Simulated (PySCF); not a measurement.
Correlation energy of In (indium, neutral)

[Kr] 4d10 5s2 5p1, 2P determinant. Computed with PySCF 2.14 in def2-SVP with the def2 core potential (28 electrons), with scalar relativity through the core potential. Frozen: 4s2 4p6 4d10; 3 electrons correlated.

MP2 pair energies summed by pair of shells (mhartree):

| pair | energy | share (%) |
| --- | --- | --- |
| 5s-5s | -15.69 | 61.7 |
| 5s-5p | -9.74 | 38.3 |

Total MP2 correlation energy: -25.42 mhartree.

Same-spin part -1.84 and opposite-spin part -23.59 mhartree; SCS-MP2 scales them by 1/3 and 6/5 to -28.92 mhartree.

```csv
level,correlation energy (mhartree)
CCSD,-37.87
(T),-0.41
CCSD(T),-38.28
```

Diagnostics: T1 = 0.0096, D1 = 0.0229, largest double amplitude 0.091.

Question: Is a single reference adequate?

Answer: Mostly. T1 lies below 0.03, but a double amplitude of this size points to a near-degeneracy that CCSD handles and MP2 describes poorly.
